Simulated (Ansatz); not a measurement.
Consider the ligand exchange at the Al–F bond: `C[O][AlH][F]` + `BN` → `B[NH][AlH][O]C` + H–F.

Gas-phase electronic energies from Ansatz, PBE0-D4/def2-TZVP geometries. CCSD(T)/CBS adds triple-zeta CCSD(T) − MP2 to the extrapolated MP2 energy (def2 sets, frozen cores). This one scheme is used for every species. DFT in def2-TZVPP. B3LYP here is the variant with VWN-RPA as its local correlation; programs differ in this. One conformer a species, not always the lowest.

`C[O][AlH][F]`:

Z-matrix (Å, degrees):
```
C
O 1 1.399
H 1 1.094 2 109.9
H 1 1.096 2 112.4 3 120.7
H 1 1.094 2 109.9 3 -118.7
Al 2 1.670 1 138.4 3 -120.7
F 6 1.649 2 119.9 1 0.1
H 6 1.562 2 120.2 1 -179.9
```

`BN`:

Cartesian coordinates in Å:
```
B -0.340 -0.049 -0.590
N 0.349 0.050 0.607
H -1.102 -0.958 -0.747
H -0.155 0.777 -1.437
H 1.004 0.787 0.806
H 0.243 -0.607 1.361
```

`B[NH][AlH][O]C`:

Cartesian coordinates in Å:
```
B -0.849 1.688 0.665
N -0.057 1.602 -0.458
Al -0.750 0.002 -0.970
O 0.054 -1.426 -0.573
C 1.132 -1.746 0.252
H -1.640 0.732 0.760
H -0.877 2.515 1.525
H 0.643 2.282 -0.697
H -1.965 -0.109 -1.954
H 1.624 -0.858 0.671
H 1.883 -2.311 -0.311
H 0.801 -2.373 1.088
```

H–F:

```xyz
2

F     0.155   -0.419    0.107
H    -0.155    0.419   -0.107
```

```
             level  ΔE (kcal/mol)  difference from CCSD(T)/CBS
         r2SCAN-D4           28.5                          0.5
           ωB97X-V           29.7                          1.7
            B2PLYP           31.5                          3.5
               PBE           28.7                          0.7
            r2SCAN           28.9                          0.9
             B3LYP           32.9                          4.9
    MP2/def2-TZVPP           28.3                          0.3
   CCSD/def2-TZVPP           29.4                          1.4
CCSD(T)/def2-TZVPP           28.2                          0.2
    CCSD/CBS(def2)           29.1                          1.1
       CCSD(T)/CBS           28.0                            0
```

Largest T1 diagnostic among the species: 0.013.

In def2-TZVPP, CCSD(T) changes the Hartree–Fock value by −7.0 kcal/mol (the triples alone add −1.1 kcal/mol) and MP2 by −6.9 kcal/mol. The D4 term adds −2.3 kcal/mol with B3LYP and −1.3 kcal/mol with PBE0; it sums over pairs of atoms, weighted by their polarisabilities, and B3LYP, whose exchange is more repulsive, gets the larger term.
